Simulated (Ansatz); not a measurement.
CH6Si2, SMILES `C1[SiH2][SiH2]1` (charge 0, multiplicity 1).

Cartesian coordinates (Å):
```xyz
9

C     -0.0530     0.9802     0.1161
Si     1.1508    -0.4781    -0.0375
Si    -1.0929    -0.5933    -0.0894
H     -0.0707     1.6952    -0.7036
H     -0.1011     1.4822     1.0800
H      1.9648    -0.5274    -1.2746
H      1.9231    -0.8204     1.1798
H     -1.8814    -1.0157     1.0917
H     -1.8396    -0.7227    -1.3626
```
Charge 0, spin multiplicity 1.

Frozen-core energies in 6-31g from Ansatz (a program for electronic structure) at a geometry from PBE0-D3(BJ)/def2-TZVP; the HF reference has <S^2> = 0.00 and the T1 diagnostic is 0.009.

```csv
level,energy (Ha)
HF,-619.03558
MP2,-619.23771
CCSD,-619.27937
```

Question: Estimate the energies of CCSD(T), CCSDT, CCSDT(Q) and CCSDTQ, and give each level's difference from CCSDTQ.

Answer: 
| level | energy (Ha) | difference from CCSDTQ (mHa) |
|---|---|---|
| MP2 | -619.23771 | 48.65 |
| CCSD | -619.27937 | 7.00 |
| CCSD(T) | -619.28518 | 1.18 |
| CCSDT | -619.28599 | 0.37 |
| CCSDT(Q) | -619.28636 | 0.00 |
| CCSDTQ | -619.28637 | 0.00 |
